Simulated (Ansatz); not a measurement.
All numbers were calculated with Ansatz.

A structure relaxed at PBE0-D4/def2-TZVP, charge 0, multiplicity 1:

```csv
atom,x (Å),y (Å),z (Å)
N1,0.6200,-1.0168,0.8827
C2,0.6010,0.2709,0.3289
F3,1.6629,0.5239,-0.5691
Si4,-1.0383,0.5651,-0.5644
F5,-0.9649,1.9255,-1.3783
Cl6,-1.3456,-0.9682,-1.8755
H7,1.4162,-1.1988,1.4776
H8,0.5103,-1.7528,0.1988
H9,0.7168,1.0087,1.1313
H10,-2.1785,0.6425,0.3680
```

Question: Give its formula and SMILES.

Answer: CH4ClF2NSi, `N[C@@H](F)[Si@@H](F)Cl`.

Question: Summarise the bond lengths by kind.

Answer: 1 × C–N 1.402 Å; 2 × H–N 1.010 to 1.011 Å; 1 × C–F 1.414 Å; 1 × C–Si 1.890 Å; 1 × C–H 1.096 Å; 1 × F–Si 1.587 Å; 1 × Cl–Si 2.041 Å; 1 × H–Si 1.475 Å.
